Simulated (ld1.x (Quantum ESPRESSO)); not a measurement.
## iron (Fe): one change to a TM potential, before and after

Fe (Z = 26), norm-conserving Troullier–Martins (Kleinman–Bylander form), made with ld1.x (Quantum ESPRESSO) 7.5 (PBE, scalar-relativistic). Core [Ne] 3s2, reference 3p6 3d6 4s1.75 4p0.25. Waves: 4s (bound): rc 2.25 bohr; 3d (bound): rc 1.30 bohr; 3p (bound): rc 1.20 bohr. Local part: the p channel. Core correction: none.

Occupied shells without a wave of their own: 4p. They enter only through the test configuration that unscreens the potential.

Change: all radii scaled by about 0.88 (s 1.98, p 1.06, d 1.14 bohr).

Cutoffs: the cutoffs (Ry, on a coarse ladder) from which the occupation-weighted sum of valence levels, in a spherical-Bessel basis at the reference potential, stays within 10 and 1 mRy of its value at 400 Ry; they do not see the model core or the augmentation charge, which bear on the density cutoff. Errors are all-electron minus pseudo energies relative to the spin-unpolarised reference configuration.

Problem. What does the change do?

Solution. The potential gets harder (140 Ry and 200 Ry → 160 Ry and 230 Ry); both files keep a bound ghost (s); the number of tests that count goes from 7 to 6; of the 6 tests that both files solve, the error grows in 0 and shrinks in 3 by more than 15 % and 0.3 meV (median size 27.4 → 20.3 meV). A smaller radius makes the pseudo-wave follow the all-electron one further in, where it bends more sharply, so more plane waves are needed. Less of the atom is replaced, so other configurations are described better.

| quantity | base | changed |
| --- | --- | --- |
| cutoff, loose | 140 Ry | 160 Ry |
| cutoff, tight | 200 Ry | 230 Ry |
| loose cutoff by channel (10 mRy a level) | s 6 Ry, d 110 Ry, p 55 Ry | s 10 Ry, d 140 Ry, p 55 Ry |
| bound ghosts | s | s |
| tests counted (converged, no solver errors) | 7 of 7 | 6 of 7 |
| error for 3p6 3d6 4s2 4p0, meV [ΔE -1.00 eV] | -4.2 | -3.1 |
| error for 3p6 3d6 4s1 4p0, meV [ΔE 7.73 eV] | -11 | -8.6 |
| error for 3p6 3d6 4s0 4p0, meV [ΔE 23.93 eV] | -30 | -27 |
| error for 3p6 3d6 4s0 4p2, meV [ΔE 7.46 eV] | +25 | +13 |
| error for 3p6 3d5 4s2 4p0, meV [ΔE 13.21 eV] | -60 | -65 |
| error for 3p6 3d4 4s0 4p0, meV [ΔE 111.25 eV] | +246 | +216 |

Base: ld1.x printed “convergence not achieved” for 3 of the counted tests; their residual had stalled under 1e-8, short of the target of 1e-14. The 4p level has no wave, so the channel is fitted at the deeper level alone: the likely source of the large errors. Changed file: Tests not counted: 3p6 3d7 4s1 4p0 (pseudo-atom not self-consistent, printed error -37 meV). These tests converged, but a pseudo level misses the all-electron one widely, so the file describes the atom poorly there or has found another state: 3p6 3d4 4s0 4p0: empty 4s by 6.5 eV (a node warning on the way). ld1.x printed “convergence not achieved” for 3 of the counted tests; their residual had stalled under 1e-8, short of the target of 1e-14. The 4p level has no wave, so the channel is fitted at the deeper level alone: the likely source of the large errors. A true bound ghost makes a file unfit for plane-wave use even where its test errors are small: the radial tests pick states by their node count and pass the ghost by.
